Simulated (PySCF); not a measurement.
UHF on Xe (xenon, neutral)

Configuration: [Kr] 4d10 5s1 5p6 6s1, high-spin 3S determinant (an excited configuration). Calculation: PySCF 2.14, in aug-cc-pV5Z-PP with ECP28MDF (8s8p6d4f3g2h, 139 functions); scalar relativity through the core potential.

```
Total energy             : -327.453093 hartree
One-electron energy      : -565.3763 hartree
Hartree (Coulomb) energy : 260.2151 hartree
Exchange energy          : -22.2919 hartree
⟨S²⟩                     : 2.0092
⟨L²⟩                     : 0.000
Sum of ⟨r⟩               : 35.61 bohr
Sum of ⟨r²⟩              : 85.70 bohr²
```

```
shell  electrons  mean orbital energy (hartree)  rms radius, mean of both spins (bohr)
 4s α          1                       -8.65296                                  0.768
 4s β          1                       -8.62352                                  0.768
 4p α          3                       -6.38440                                  0.819
 4p β          3                       -6.36852                                  0.819
 4d α          5                       -2.91180                                  0.932
 4d β          5                       -2.89742                                  0.932
 5s α          1                       -1.24527                                   1.94
 5p α          3                       -0.65323                                   2.37
 5p β          3                       -0.54011                                   2.37
 6s α          1                       -0.12321                                   5.87
```

Energies and moments cover only the electrons outside the core potential. The outer electron is Rydberg-like, and this basis confines it to a smaller radius and binds it less than a complete one would.
